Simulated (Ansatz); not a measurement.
Geometry optimisation, RKS PBE0-D4/STO-3G (Ansatz 0.2.0).

input.yaml

```yaml
crystal:
  periodic: [false, false, false]
  atoms:
    - { symbol: C, position_ang: [-0.0042, -2.3489, -0.8889] }
    - { symbol: C, position_ang: [-0.1546, -1.0552, -0.5698] }
    - { symbol: C, position_ang: [-0.2964, 0.2041, -0.2682] }
    - { symbol: O, position_ang: [-1.0232, 0.9927, -1.0386] }
    - { symbol: Si, position_ang: [0.642, 0.9169, 1.1466] }
    - { symbol: O, position_ang: [0.2874, 2.5606, 1.3048] }
    - { symbol: H, position_ang: [-0.6931, -3.042, -0.4695] }
    - { symbol: H, position_ang: [0.7511, -2.6175, -1.6009] }
    - { symbol: H, position_ang: [-1.4732, 0.4284, -1.6869] }
    - { symbol: H, position_ang: [0.2597, 0.2552, 2.4542] }
    - { symbol: H, position_ang: [2.0952, 0.7826, 1.006] }
    - { symbol: H, position_ang: [-0.3137, 2.8678, 0.645] }
basis:
  gaussian: { orbitals: STO-3G }
hamiltonian:
  xc: pbe0
  dispersion: d4
relax:
  f_tol: 0.02
  max_steps: 40
```

Run as:

```bash
$ ansatz run input.yaml --threads 1 --pin off --max-ram 2048MiB --backend cpu --events-out ev --progress --plain --runs-dir out
```

**Question.** Where does it end, and by what steps?

**Answer.** The run converged. Limits of this set-up: minimal basis. After 10 steps the energy has fallen by 0.881 eV; H12 moved furthest, 0.45 Å.

```tsv
step	energy less start (eV)	largest force component (eV/Å)	accepted
0	0.0000	5.763	yes
1	-0.6222	1.640	yes
2	-0.6296	1.902	yes
3	-0.8122	0.591	yes
4	-0.8456	0.319	yes
5	-0.8479	0.307	yes
6	-0.8748	0.286	yes
7	-0.8802	0.055	yes
8	-0.8804	0.130	yes
9	-0.8809	0.065	yes
10	-0.8810	0.006	yes
```

```xyz
12
Properties=species:S:1:pos:R:3
C -0.054 -2.365 -0.945
C -0.129 -1.110 -0.582
C -0.181 0.141 -0.190
O -0.959 1.152 -0.829
Si 0.695 0.967 1.253
O 0.156 2.590 1.175
H -0.737 -3.133 -0.556
H 0.698 -2.728 -1.659
H -1.420 0.677 -1.601
H 0.328 0.338 2.506
H 2.133 0.868 1.105
H -0.454 2.546 0.358
```

Whether the end is a true minimum wasn't checked by a vibrational analysis.

The run took 37 s on 1 CPU thread of a shared host.
